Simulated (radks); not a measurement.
Values are calculated unless marked as measured or tabulated.
Rb+, configuration [Kr]. Code: a radial shooting solver on a logarithmic mesh with Libxc functionals. Model: scalar-relativistic Kohn-Sham, PBE, spin-polarised, spherical densities, finite nucleus; Fermi nuclear charge, rms radius 4.2036 fm; hard spherical wall at 7 bohr.

Unscreened Slater integrals over Kohn-Sham orbitals (cm^-1). They are taken over the spin-up orbitals. Empty in this configuration: 5s.

\begin{tabular}{lr}
integral & value \\ \hline
F0(4p,4p) & 115670 \\
F2(4p,4p) & 60294 \\
F0(4p,4s) & 124550 \\
G1(4p,4s) & 82778 \\
F0(4p,3d) & 151330 \\
F2(4p,3d) & 31312 \\
G1(4p,3d) & 10130 \\
G3(4p,3d) & 9473.6 \\
F0(4p,5s) & 64234 \\
G1(4p,5s) & 6123.9 \\
F0(4s,4s) & 136040 \\
F0(4s,3d) & 174000 \\
G2(4s,3d) & 14273 \\
F0(4s,5s) & 65502 \\
G0(4s,5s) & 3488.1 \\
F0(3d,3d) & 382420 \\
F2(3d,3d) & 184790 \\
F4(3d,3d) & 116620 \\
F0(3d,5s) & 70164 \\
G2(3d,5s) & 1752.9 \\
F0(5s,5s) & 52855 \\
\end{tabular}
